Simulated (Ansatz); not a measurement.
Mulliken charges of `[F][SbH][SiH3]` from ωB97M-V/def2-TZVPP in Ansatz (PBE0-D4/def2-TZVP geometry).

```tsv
atom	x (Å)	y (Å)	z (Å)	charge (e)
F1	-0.575	-2.152	1.092	-0.476
Sb2	-1.481	-0.853	-0.011	0.541
Si3	0.472	0.847	0.082	0.032
H4	-0.845	-1.470	-1.482	-0.072
H5	1.774	0.166	-0.127	0.000
H6	0.470	1.542	1.395	-0.011
H7	0.247	1.852	-0.994	-0.014
```

Question: By hand: the dipole of these point charges (1 e Å = 4.8032 D).

Answer: Σ q r = (-0.460, 0.653, -0.418) e Å, of length 0.902 e Å = 4.33 D.

Question: How does the dipole of the full density compare? (Estimate.)

Answer: The calculation gave: (-0.198, 0.387, -0.262) e Å, 2.44 D; the point charges give 1.77 times that, at 8° from its direction.

Point charges leave out the atoms' own dipoles, such as those of lone pairs, and Mulliken's split depends on the basis, so the two needn't agree.
